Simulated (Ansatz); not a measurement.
Cost and result for the atomization energy of GeH₁₂O₄Si₄, SMILES `[SiH3][O][Ge]([O][SiH3])([O][SiH3])[O][SiH3]` (21 atoms, 20 bonds).

Z-matrix (Å, degrees):
```
Si
O 1 1.648
H 1 1.482 2 107.0
H 1 1.485 2 110.4 3 -119.4
H 1 1.486 2 110.6 3 119.6
Ge 2 1.738 1 133.2 3 -166.6
O 6 1.738 2 108.6 1 -134.7
O 6 1.738 2 111.2 1 105.8
O 6 1.738 2 108.6 1 -13.7
Si 7 1.648 6 133.2 2 13.6
Si 8 1.648 6 133.2 2 105.7
Si 9 1.648 6 133.2 2 134.8
H 10 1.485 7 110.4 6 -74.0
H 10 1.482 7 107.0 6 166.6
H 10 1.486 7 110.6 6 47.0
H 11 1.485 8 110.4 6 74.1
H 11 1.482 8 107.0 6 -166.4
H 11 1.486 8 110.6 6 -46.8
H 12 1.485 9 110.4 6 -74.0
H 12 1.482 9 107.0 6 166.5
H 12 1.486 9 110.6 6 46.9
```

Total charge 0; spin multiplicity 1. Correlated methods include outer-core shells of Ge, which these sets cover unevenly. Scalar relativity is left out up to krypton. The geometry is a stationary point of PBE0-D4/def2-TZVP. It is one conformer, not always the lowest. Program: Ansatz. All runs use 4 threads of an AMD EPYC 7R13 on a shared host and a share of an NVIDIA H100 80 GB. Times are those of one run each, without the atoms' runs, and a repeat can differ threefold. Electronic energies, without spin–orbit coupling; frozen cores. CCSD(T)/CBS adds CCSD(T) − MP2 in def2-TZVPP to the MP2 limit, and its time is that of the two runs behind it. T1 = 0.012. With those shells the extrapolation isn't a true limit. B3LYP takes the VWN-RPA correlation (the form of Gaussian; ORCA's B3LYP/G). HSE06 is the plane-wave form, built on full-range PBE exchange.

CCSD(T)/CBS is a level of theory with its own doubt, some kJ/mol a heavy atom from the limit and from the frozen cores, so smaller differences don't rank the functionals.

```json
{"level": "BLYP-D4/def2-TZVPP", "functions": "508", "wall time": "8 s"}
{"level": "PBE-D4/def2-TZVPP (with forces)", "functions": "508", "wall time": "8.5 s"}
{"level": "PBE-QIDH/def2-TZVPP", "functions": "508", "wall time": "9.5 s"}
{"level": "CCSD(T)/def2-SVP", "functions": "220", "wall time": "13 s"}
{"level": "r2SCANh-D4/def2-TZVPP", "functions": "508", "wall time": "14 s"}
{"level": "B2PLYP/def2-TZVPP", "functions": "508", "wall time": "14 s"}
{"level": "PBE0-D4/def2-TZVPP", "functions": "508", "wall time": "14 s"}
{"level": "HSE06-D4/def2-TZVPP", "functions": "508", "wall time": "16 s"}
{"level": "ωB97M-V/def2-TZVPP (with forces)", "functions": "508", "wall time": "17 s"}
{"level": "B3LYP-D4/def2-TZVPP (with forces)", "functions": "508", "wall time": "18 s"}
{"level": "MP2/def2-QZVPP", "functions": "957", "wall time": "22 s"}
{"level": "CCSD(T)/def2-TZVPP", "functions": "508", "wall time": "2.8 min"}
{"level": "CCSD(T)/CBS(def2)", "functions": "–", "wall time": "3.2 min"}
```

**Question.** What atomization energy does each give, and how far from CCSD(T)/CBS? (An estimate is asked.)

**Answer.** Computed: 
```csv
level,atomization (kJ/mol),difference from CCSD(T)/CBS,per bond
BLYP-D4/def2-TZVPP,7197.5,-134.1,-6.7
PBE-D4/def2-TZVPP (with forces),7208.5,-123.1,-6.2
PBE-QIDH/def2-TZVPP,7170.2,-161.4,-8.1
CCSD(T)/def2-SVP,6750.5,-581.1,-29.1
r2SCANh-D4/def2-TZVPP,7226.3,-105.3,-5.3
B2PLYP/def2-TZVPP,7182.5,-149.1,-7.5
PBE0-D4/def2-TZVPP,7132.2,-199.4,-10.0
HSE06-D4/def2-TZVPP,7135.3,-196.3,-9.8
ωB97M-V/def2-TZVPP (with forces),7280.6,-51.0,-2.5
B3LYP-D4/def2-TZVPP (with forces),7242.0,-89.6,-4.5
MP2/def2-QZVPP,7352.3,20.7,1.0
CCSD(T)/def2-TZVPP,7135.1,-196.5,-9.8
CCSD(T)/CBS(def2),7331.6,0.0,0.0
```

At CCSD(T), def2-SVP lies −581.1 kJ/mol from the extrapolated value and def2-TZVPP −196.5 kJ/mol: correlation converges slowly with the basis, and small sets miss more of it in the bonded molecule than in its fragments. The D4 term adds +103.7 kJ/mol with B3LYP and +57.2 kJ/mol with PBE0; it sums over pairs of atoms, weighted by their polarisabilities, and B3LYP, whose exchange is more repulsive, gets the larger term. Leaving LDA and LC-ωPBE aside and taking each functional with its dispersion term where it has one, the values, not all of them listed here, spread over 282.0 kJ/mol, from revPBE-D4 to ωB97X-V. LDA lies +999.1 kJ/mol from PBE without D4, its usual overbinding.
